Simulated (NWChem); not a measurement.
System: AlCl, singlet; SMILES [Cl][Al]

Here is an NWChem input.

```
start job
memory heap 200 mb stack 900 mb global 1100 mb
geometry units angstroms noautosym nocenter noautoz
  Al     0.000000     0.000000    -1.209222
  Cl     0.000000     0.000000     0.937703
end
basis spherical
  Al library 6-31g*
  Cl library 6-31g*
end
dft
  xc xcamb88 1.00 lyp 0.81 vwn_5 0.19 hfexch 1.00
  cam 0.33 cam_alpha 0.19 cam_beta 0.46
  iterations 150
end
tddft
  cis
  nroots 6
  notriplet
end
task tddft energy
```

Low-valent species are run as closed-shell singlets; no triplet was tried in these runs. All runs use the structure optimised with PBE0/def2-SVP.

Vertical excitations in the gas phase.

What results follow from this input? (CAM-B3LYP/6-31G* (spherical d), TDA.) Quantities: basis functions; lowest excitation, singlet (eV); oscillator strength of that lowest state; lowest state with f > 0.02, singlet (eV); oscillator strength of that bright state; orbital gap (eV).

The number of basis functions is 36 and the lowest excitation, singlet (eV) is 4.96. The oscillator strength of that lowest state is 0.292 and the lowest state with f > 0.02, singlet (eV) comes out as 4.96. The oscillator strength of that bright state is 0.292 and the orbital gap (eV) is 7.57.
